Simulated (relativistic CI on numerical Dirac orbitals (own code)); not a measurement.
## Nb VII: q coefficients and field-shift factors

These numbers are calculated, not measured: Dirac-Coulomb-Breit CI, separate exchange-only KLI orbitals for each configuration, derivatives by finite differences, unscaled Slater integrals, QED left out (own radial code, finite nucleus).

Configurations in the expansion (outside the closed core [Ar] 3d10): 4s2.4p5, 4s.4p6, 4s2.4p4.4d, 4s.4p5.4d, 4s2.4p4.4f, 4s2.4p4.5s, 4s.4p5.4f. Double excitations out of closed p, d and f shells are left out; levels of such configurations are missing from the list, as are those of other unlisted configurations, and high levels can miss mixing partners.

With x = (α/α₀)² − 1 an excitation energy changes as ω = ω₀ + qx; K = 2q/ω₀ is the relative enhancement. Terms are leading LS components, so labels can repeat. The field-shift factor is F = δν/δ⟨r²⟩ for the transition from the lowest level.

Lowest level 4s2.4p5 2P°_3/2.

```
            Level  ω₀ (cm⁻¹)  q (cm⁻¹)       K  F (GHz/fm²)
  4s2.4p5 2P°_1/2      19019     20070    2.11       -0.251
    4s.4p6 2S_1/2     211871     24860   0.235        -17.3
4s2.4p4.4d 4D_5/2     277925      7420  0.0534            1
4s2.4p4.4d 4D_7/2     278349      8734  0.0628         1.01
4s2.4p4.4d 4D_3/2     279371      8296  0.0594        0.985
4s2.4p4.4d 4D_1/2     281839     11410   0.081         0.95
4s2.4p4.4d 4F_9/2     292902      4763  0.0325         1.08
4s2.4p4.4d 4F_7/2     298952      8407  0.0562         1.01
4s2.4p4.4d 2P_1/2     302490     11540  0.0763         1.07
4s2.4p4.4d 4F_5/2     304879     18190   0.119         0.87
4s2.4p4.4d 4F_3/2     305631     14210   0.093        0.936
4s2.4p4.4d 4P_1/2     308420      9431  0.0612        0.999
4s2.4p4.4d 4P_3/2     308995     13420  0.0869         1.06
4s2.4p4.4d 2D_3/2     311653     14430  0.0926         1.05
4s2.4p4.4d 2F_7/2     312859     13910  0.0889            1
4s2.4p4.4d 4P_5/2     316430     14280  0.0902         1.11
4s2.4p4.4d 2P_3/2     318115     22160   0.139        0.993
4s2.4p4.4d 2D_5/2     321991     21580   0.134        0.995
4s2.4p4.4d 2G_9/2     323973     21830   0.135        0.888
4s2.4p4.4d 2G_7/2     324060     20330   0.125        0.877
4s2.4p4.4d 2F_5/2     327202     21930   0.134        0.932
4s2.4p4.4d 2F_5/2     343418     15570  0.0907          1.1
4s2.4p4.4d 2F_7/2     348118     20340   0.117         1.06
```

At this charge configurations can still be misplaced by up to about 7 % of their energy.
